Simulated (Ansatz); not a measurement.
Calibrating r2SCAN-D4/def2-TZVPP on In-containing molecules

The vertical ionisation energy (cation less neutral) in eV of 6 In-containing molecules: x at r2SCAN-D4/def2-TZVPP, y at CCSD(T)/def2-TZVPP. Shapes, held fixed at every level: PBE0-D4/def2-TZVP. Programs: Ansatz 0.2.0.

| molecule | x (eV) | y (eV) |
| --- | --- | --- |
| InH3(NH3) | 9.40 | 9.71 |
| InCl (SMILES [Cl][In]) | 9.51 | 9.48 |
| PH3(InH3) | 9.59 | 9.88 |
| InH3(SH2) | 9.66 | ? |
| InF (SMILES [F][In]) | 9.95 | 10.02 |
| In2H2Cl4 (SMILES [Cl][InH-]1[Cl+][InH-]([Cl])[Cl+]1) | 10.14 | 11.13 |

Task: Fit y = c + s·x to the known rows and predict y for InH3(SH2).

Result: 
1. Means of the 5 rows: x = 9.7180, y = 10.044.
2. Σ(Δx)² = 0.39268, Σ(Δx·Δy) = 0.69724, so the slope is 0.69724/0.39268 = 1.7756.
3. Intercept: 10.044 − (1.7756) × 9.7180 = -7.211. The largest residual of the fit is 0.44.
4. InH3(SH2): -7.211 + 1.7756 × 9.66 = 9.94 eV.

CCSD(T)/def2-TZVPP gives 9.98 eV, so the prediction is off by -0.04 eV, within the largest residual. Uncorrected, r2SCAN-D4/def2-TZVPP misses InH3(SH2) by -0.32 eV, and the other rows by 0.34 on average. The line removes about 85 % of this miss, partly by chance. Left out in turn, the other rows are missed by 0.48 eV on average, worse than no correction. Cations run unrestricted. For atoms past krypton def2 sets carry core potentials with scalar relativity. Outer-core shells of In are correlated, in sets that cover them unevenly.
